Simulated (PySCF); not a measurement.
C₄H₆O₂, SMILES C1OC(OC=1)C. Geometry optimised at PBE0-D3(BJ)/def2-SVP. Other conformers were not sampled.

Method: PBE0-D3(BJ)/def2-SVP (PySCF 2.14.0).

Harmonic wavenumbers (cm⁻¹): 89, 251, 351, 488, 538, 720, 746, 826, 862, 883, 926, 1055, 1074, 1117, 1126, 1146, 1250, 1283, 1367, 1401, 1411, 1455, 1458, 1725, 3069, 3073, 3178, 3181, 3301, 3327. Rotational constants (GHz): 6.796, 4.006, 3.023; symmetry number 1.

Problem. Work out the zero-point energy and the ideal-gas rigid-rotor harmonic-oscillator thermochemistry at 298.15 K and 1 atm.

Solution. ZPE = ½ Σ hcν = ½ × 42676 cm⁻¹ = 255.26 kJ/mol. H − E(el) = 272.15 kJ/mol. Entropy in J/(mol K): translation 164.31, rotation 107.83, vibration 39.53, total 311.67. G − E(el) = 179.23 kJ/mol. Cp = 90.48 J/(mol K). Modes under 150 cm⁻¹ make the vibrational entropy uncertain.
